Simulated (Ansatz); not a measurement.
Frontier orbitals of `C=CBr`.

```xyz
6

C    -0.481    0.075    0.577
C     0.459   -0.165   -0.316
Br    0.434    0.538   -2.060
H    -1.339    0.700    0.364
H    -0.401   -0.364    1.565
H     1.327   -0.785   -0.130
```

Total charge 0; spin multiplicity 1. Correlated methods include outer-core shells of Br, which these sets cover unevenly. Scalar relativity is left out up to krypton. Geometry: relaxed with PBE0-D4/def2-TZVP. Basis def2-TZVPP, the Gaussian-basis code of Ansatz.

**Question.** Compute the vertical ionisation energy as the energy of the cation minus that of the neutral molecule, at each level. (An estimate is asked.)

**Answer.** The calculation gave: 
```
               level  IE (eV)  difference from CCSD(T)/def2-TZVPP
   PBE-D4/def2-TZVPP     9.59                               -0.28
r2SCAN-D4/def2-TZVPP     9.64                               -0.24
  PBE0-D4/def2-TZVPP     9.71                               -0.16
 B3LYP-D4/def2-TZVPP     9.72                               -0.15
  ωB97X-V/def2-TZVPP     9.82                               -0.05
  ωB97M-V/def2-TZVPP     9.79                               -0.08
   B2PLYP/def2-TZVPP     9.73                               -0.15
       HF/def2-TZVPP     8.88                               -0.99
      MP2/def2-TZVPP    10.06                                0.18
     CCSD/def2-TZVPP     9.85                               -0.03
  CCSD(T)/def2-TZVPP     9.88                                0.00
       HF/def2-QZVPP     8.88                               -0.99
      MP2/def2-QZVPP    10.15                                0.28
```

B3LYP here is the variant with VWN-RPA as its local correlation; programs differ in this.
